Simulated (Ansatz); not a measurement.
The first iterations of a band of C2H4LiNO (9 atoms, charge 0, multiplicity 1).

The calculation used RKS B3LYP-D4/STO-3G (Ansatz 0.2.0).

```yaml
movable_images: 8
climbing_image: no
spring: 5.0 eV/Å²
optimiser: quadratic models (default)
start_path: through a guess of the saddle point
force_threshold: 0.03 eV/Å
iteration_limit: 60
end_points: relaxed
```

Image 0:

```xyz
9
Properties=species:S:1:pos:R:3
Li -2.493 -0.957 1.011
N -1.383 0.165 0.697
C -0.483 1.056 0.437
O 0.774 0.860 -0.204
C 0.980 -0.553 -0.579
H -0.543 2.145 0.680
H 1.975 -0.592 -1.062
H 0.968 -1.218 0.309
H 0.205 -0.906 -1.289
```

Image 9:

```xyz
9
Properties=species:S:1:pos:R:3
Li -1.268 -0.883 0.436
N -1.089 0.815 0.682
C 0.027 1.579 0.296
O 1.008 0.796 -0.330
C 0.793 -0.657 -0.509
H -1.745 1.501 1.130
H 1.679 -1.080 -1.016
H 0.693 -1.195 0.479
H -0.098 -0.874 -1.169
```

| iteration | highest image above the first end (eV) | largest band force component (eV/Å) |
| --- | --- | --- |
| 1 | 4.477 | 8.080 |
| 2 | 3.519 | 2.536 |
| 3 | 3.686 | 1.471 |

Task: Does the band converge within its limit, and where does its top end?

Result: The forces met the threshold. It ended after 11 iterations with the highest image 3.283 eV above the first end. Neighbouring images differ by up to 1.8 eV, so the band resolves the path poorly. No image climbed, so the highest image needn't sit at the top of the path. The orbitals stay closed-shell, which can raise the energy where a bond breaks towards radicals; this wasn't checked here. Limits of this set-up: minimal basis.

Run time: 2.7 min on 1 thread of Arm Neoverse V1, with other jobs on the host, peak memory 0.099 GiB.
